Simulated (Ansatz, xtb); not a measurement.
# Isomers of C6H8O2 in order of energy

3 gas-phase structures of C6H8O2, from a drawn sample of its isomers (lower ones may exist). Each was relaxed with GFN2-xTB:

A. `OC1=C2CO[C@@H](C1)C2`, a singlet
B. `O=C1C[C@@H]2C[C@H]1CO2`, a singlet
C. `OC1=C[C@@H]2C[C@H]1CO2`, a singlet

Problem. Make a reasoned guess at their ranking by r2SCAN-D4/def2-SVP single-point energy.

Solution. Calculated order at r2SCAN-D4/def2-SVP: B (0.0), C (18.4), A (60.4) kcal/mol.

Energies above the lowest of each column, in kcal/mol; the last columns are at PBE0-D3(BJ)/def2-SVP geometries:

| structure | GFN2-xTB | HF/STO-3G | r2SCAN-D4/def2-SVP | PBE0-D3(BJ)/def2-SVP | CCSD(T)/def2-SVP + ΔMP2/def2-TZVPP |
| --- | --- | --- | --- | --- | --- |
| B | 0.0 | 0.0 | 0.0 | 0.0 | 0.0 |
| C | 13.7 | 25.9 | 18.4 | 17.9 | 16.9 |
| A | 61.1 | 92.8 | 60.4 | 61.0 | 58.9 |

Every level run on B puts it lowest or level with the lowest. Flexible structures stand in one conformer each, not always the lowest. The ΔMP2 step shifts differences by up to 3.2 kcal/mol, which makes them less sure. ΔMP2 is the change of the MP2 energy from the smaller to the larger basis.

Programs: Ansatz 0.2.0, xtb 6.7.1.
